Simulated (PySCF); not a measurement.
## Excitation energy of O²⁺ by level of theory

O²⁺ [He] 2s2 2p2 (3P) → O²⁺ [He] 2s2 2p1 3s1 (3P), as a difference of total energies. Calculation: PySCF 2.14, in x2c-TZVPPall with one added diffuse shell each of s, p, d type (6s4p3d1f, 40 functions); the spin-free X2C one-electron Hamiltonian (Gaussian nucleus). Correlated levels: valence: 1s2 frozen; valence and next inner shell: nothing frozen. The calculations carry no spin-orbit coupling.

| method | excitation energy (cm⁻¹) |
| --- | --- |
| UHF | 267870 |
| PBE | 267870 |
| PBE0 | 269000 |
| r2SCAN | 273430 |
| M06 | 271970 |
| TPSSh | 269490 |
| MN15 | 269160 |
| MP2 (valence) | 268050 |
| SCS-MP2 (valence) | 267230 |
| MP2 (valence and next inner shell) | 268190 |
| SCS-MP2 (valence and next inner shell) | 267320 |

**Question.** Estimate what BLYP gives.

**Answer.** 267870 cm⁻¹, closest to UHF among the rows shown.

**Question.** Estimate what LDA gives.

**Answer.** 269320 cm⁻¹, closest to MN15 among the rows shown.

The promoted electron is Rydberg-like, and one or two diffuse shells describe it only roughly, which tends to raise the upper state.
